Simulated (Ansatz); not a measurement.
Li7H8⁻. Charge -1, multiplicity 5. Geometry PBE0-D4/def2-TZVPD; atoms count from 1.

| atom | x (Å) | y (Å) | z (Å) |
| --- | --- | --- | --- |
| Li1 | 0.150 | 0.251 | -1.405 |
| Li2 | 1.356 | 2.134 | 0.334 |
| Li3 | -1.110 | 3.181 | 0.652 |
| Li4 | -2.386 | 1.019 | -0.581 |
| Li5 | 2.493 | -0.845 | -0.402 |
| Li6 | 1.072 | -3.247 | -0.285 |
| Li7 | -1.316 | -2.067 | -0.713 |
| H8 | -0.628 | -3.549 | -0.175 |
| H9 | -0.922 | 1.177 | 0.647 |
| H10 | -1.588 | -0.411 | -1.212 |
| H11 | 1.279 | -1.524 | 1.017 |
| H12 | 0.523 | 3.373 | 1.189 |
| H13 | 0.813 | -1.359 | 0.368 |
| H14 | 1.781 | 0.742 | -0.637 |
| H15 | -1.517 | 1.125 | 1.202 |

In the quintet, H9 and H15 lie 0.82 Å apart, H11 and H13 lie 0.82 Å apart (atoms count from 1), so H2 has formed as a molecule. At PBE0-D4/def2-TZVPD a singlet of charge -1 lies 4.55 eV below the quintet, each at its own geometry. The structure comes from a short search, and lower isomers may exist.

Question: Estimate the Mulliken populations from the PBE0/def2-TZVPD orbitals of Ansatz.

Answer: 
| atom | charge (e) | spin (α − β) |
| --- | --- | --- |
| Li1 | 0.39 | 0.41 |
| Li2 | 0.72 | 0.05 |
| Li3 | 0.28 | 0.60 |
| Li4 | 0.14 | 0.79 |
| Li5 | 0.14 | 0.79 |
| Li6 | 0.27 | 0.60 |
| Li7 | 0.72 | 0.05 |
| H8 | -0.67 | -0.02 |
| H9 | -0.91 | 0.14 |
| H10 | -0.75 | -0.02 |
| H11 | 0.50 | 0.25 |
| H12 | -0.67 | -0.02 |
| H13 | -0.91 | 0.14 |
| H14 | -0.75 | -0.03 |
| H15 | 0.50 | 0.25 |
Mulliken values and Mayer orders depend strongly on the basis. With diffuse functions, as here, like atoms can get unlike values, and bond orders can come out too low or too high.

Question: Where does the spin sit?

Answer: Summed by element: Li 3.29, H 0.71, of 4 unpaired in all. Largest on single atoms: Li5 0.79, Li4 0.79, Li6 0.60.

Question: And the Mayer bond orders between bonded heavy atoms (over 0.3)?

Answer: Li3–Li4 0.45 (2.80 Å); Li5–Li6 0.45 (2.79 Å).
